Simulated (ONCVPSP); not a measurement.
## PBE ONCV dataset for Cr (Z = 24), scalar-relativistic all-electron reference.

```json
{"Element": "Cr", "Generator": "ONCVPSP 4.0.1", "Type": "optimised norm-conserving Vanderbilt (ONCV)", "Functional": "PBE", "Relativity": "scalar-relativistic", "Frozen core": "[Ne] 3s2", "Valence charge": "12", "Reference configuration": "3p6 3d5 4s1", "Partial waves": "4s: rc 2.75 bohr, ncon 4, nbas 7, qcut 3 1/bohr, 2 projectors, debl 2.2 Ha; 3p: rc 1.30 bohr, ncon 4, nbas 7, qcut 13.3 1/bohr, 2 projectors, debl 2.8 Ha; 3d: rc 1.90 bohr, ncon 3, nbas 7, qcut 9.5 1/bohr, 1 projector", "Local potential": "polynomial inside 1.25 bohr (lpopt 1, dvloc0 0 Ha)", "Core correction": "Teter function, parameters optimised by the program"}
```

All-electron outer shells of the reference configuration (PBE, scalar-relativistic, ld1.x):

```json
{"shell": "3s", "level (eV)": "-73.99", "outermost node (bohr)": "0.36", "outermost maximum (bohr)": "0.78"}
{"shell": "3p", "level (eV)": "-45.44", "outermost node (bohr)": "0.33", "outermost maximum (bohr)": "0.80"}
{"shell": "4s", "level (eV)": "-4.01", "outermost node (bohr)": "1.12", "outermost maximum (bohr)": "2.74"}
{"shell": "3d", "level (eV)": "-2.91", "outermost node (bohr)": "–", "outermost maximum (bohr)": "0.84"}
```

(1) Estimate the cutoffs (Ha) at which the residual kinetic energy of the hardest occupied pseudo-wave falls to 1 and 0.1 mHa per electron.

(2) What does a ghost test show?

Answers

(1) 30 Ha and 53 Ha.

(2) No bound ghost flagged; GHOST(+) flagged for s at 17.2 eV.

Its largest configuration-test error is -9.4 meV (3p6 3d5 4s0). 1 of 4 tests not solved or not reliable.
